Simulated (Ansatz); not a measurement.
Job for Ansatz (a program for electronic structure): U-B2PLYP/def2-TZVPP on BF (SMILES [B]F), 2S+1 = 1, a spin state set in the input, which need not be the lowest.

Ansatz 0.2 input:
```yaml
crystal:
  periodic: [false, false, false]
  atoms:
    - {symbol: B, position_ang: [-0.00000000, -0.00000000, -0.81316192]}
    - {symbol: F, position_ang: [0.00000000, 0.00000000, 0.45175662]}
basis:
  gaussian:
    orbitals: def2-TZVPP
hamiltonian:
  xc: {name: B2PLYP}
correlation: {electrons: outside_noble_gas}
magnetization: {spin_polarized: true, initial_magnetization: 0}
```

Output:

```
Functional definition: B2PLYP
[...]
integrals: 0.02 GiB planned
407 factors; integrals over basis functions are off by at most 1.7e-3 eV
mean field: 0.14 GiB planned
mean field evaluation 1: about -3387.9735 eV, gradient 1.8e1 eV
mean field evaluation 2: about -3387.9745 eV, gradient 1.8e1 eV
mean field evaluation 4: about -3388.8531 eV, gradient 6.6e-1 eV
mean field evaluation 8: about -3388.8557 eV, gradient 7.1e-3 eV
mean field evaluation 16: about -3387.3190 eV, gradient 5.9e0 eV
mean field -3388.85568583 eV, -124.5381494054 hartree, gradient 8.3e-7 eV, S^2 0.000000; 2 other end points of the search recorded, 0 dependent functions left out
2 core orbitals not correlated
reference -3388.85578838 eV, -124.5381531739 hartree; 5, 5 occupied and 55, 55 virtual orbitals, 407 factors
second order -10.47557385 eV of doubles, -0.00000000 eV of singles
Total energy: -3391.68419331 eV, -124.6420951382 hartree
```

Self-consistency was reached.

Cost: about 1.0 core-seconds (a rough figure).
